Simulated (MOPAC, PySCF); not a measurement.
[Zr(Cl)3(OH)], neutral singlet in the gas phase. 

Cartesian coordinates (Å):
```xyz
6

Zr     0.0118     0.0852    -0.0207
Cl    -0.1484     2.0471     1.2684
Cl    -0.5799    -1.7810     1.2847
Cl    -1.4082     0.2380    -1.8907
O      1.7975    -0.1186    -0.6160
H      2.7118    -0.2179    -0.9190
```
Charge 0, spin multiplicity 1.

All levels are single points at this geometry (PBE-D3(BJ)/def2-SVP); Pople sets use spherical d functions. Orbital energies aren't observables, and empty levels follow the basis.

| level | HOMO (eV) | LUMO (eV) | gap (eV) | dipole (D) | vertical IE, Delta-SCF (eV) |
|---|---|---|---|---|---|
| B3LYP-D3(BJ)/def2-TZVP in PySCF | -9.02 | -2.28 | 6.74 | 2.93 | – |
| PBE-D3(BJ)/def2-TZVP in PySCF | -7.92 | -2.86 | 5.06 | 2.93 | – |
| TPSSh-D3(BJ)/def2-TZVP in PySCF | -8.58 | -2.49 | 6.10 | 2.99 | – |
| B3LYP/6-311+G** (LANL2DZ on Zr) in PySCF | -9.14 | -2.87 | 6.27 | 3.11 | – |
| B3LYP/6-31G* (LANL2DZ on Zr) in PySCF | -9.05 | -2.71 | 6.34 | 3.50 | 11.14 |
| B3LYP/LANL2DZ in PySCF | -9.25 | -2.92 | 6.33 | 3.77 | – |
| BP86/6-31G* (LANL2DZ on Zr) in PySCF | -8.08 | -3.32 | 4.76 | 3.51 | – |
| M06-2X/6-31G* (LANL2DZ on Zr) in PySCF | -10.66 | -1.85 | 8.80 | 3.56 | – |
| PBE/6-31G* (LANL2DZ on Zr) in PySCF | -7.97 | -3.20 | 4.77 | 3.50 | – |
| SVWN5/6-31G* (LANL2DZ on Zr) in PySCF | -8.10 | -3.33 | 4.77 | 3.51 | – |
| HF/6-31G* (LANL2DZ on Zr) in PySCF | -12.67 | 0.62 | 13.28 | 3.70 | – |
| PM6 in MOPAC | -10.67 | -1.28 | 9.39 | 3.09 | – |
| PM7 in MOPAC | -10.73 | 0.40 | 11.13 | 4.07 | – |
